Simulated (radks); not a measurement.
Species: neutral cobalt. Configuration: [Ar] 3d6 4s2 4p1 (not the ground configuration).

All-electron calculation, scalar-relativistic Kohn-Sham, PBE, spin-polarised, spherical densities, point nucleus; open shells are filled with parallel spins first. Program: a radial shooting solver on a logarithmic mesh with Libxc functionals.

Energy parts (hartree):
total: -1392.95978
kinetic: 1410.99111
electron-nucleus: -3330.24587
Hartree: 585.46921
exchange-correlation: -59.17423

Orbitals (lengths in bohr, moments of r in powers of bohr; <r^-3> diverges for s and p1/2):
| orbital | occ. | eigenvalue (hartree) | <1/r> | <r^-3> |
|---|---|---|---|---|
| 1s up | 1 | -279.3148 | 27.03 | - |
| 1s down | 1 | -279.3142 | 27.03 | - |
| 2s up | 1 | -33.37739 | 5.809 | - |
| 2s down | 1 | -33.29544 | 5.819 | - |
| 2p up | 3 | -28.62231 | 5.700 | 548.2 |
| 2p down | 3 | -28.55999 | 5.709 | 550.0 |
| 3s up | 1 | -4.11722 | 1.848 | - |
| 3s down | 1 | -3.94177 | 1.838 | - |
| 3p up | 3 | -2.75790 | 1.709 | 70.98 |
| 3p down | 3 | -2.58601 | 1.697 | 69.77 |
| 3d up | 5 | -0.61476 | 1.368 | 6.583 |
| 3d down | 1 | -0.45503 | 1.329 | 6.255 |
| 4s up | 1 | -0.30484 | 0.5041 | - |
| 4s down | 1 | -0.25177 | 0.4830 | - |
| 4p up | 1 | -0.10961 | 0.3690 | 3.206 |
| 4p down | 0 | -0.07211 | 0.3425 | 2.630 |

The highest occupied level is 4p up at -2.983 eV. Summed over all electrons, <r^2> = 44.96 bohr^2, which gives a Langevin (diamagnetic) susceptibility term of -35.6 x 10^-6 cm^3/mol. Spin moment in Bohr magnetons: 5. The density falls to 0.001 e/bohr^3 at r = 4.63 bohr.
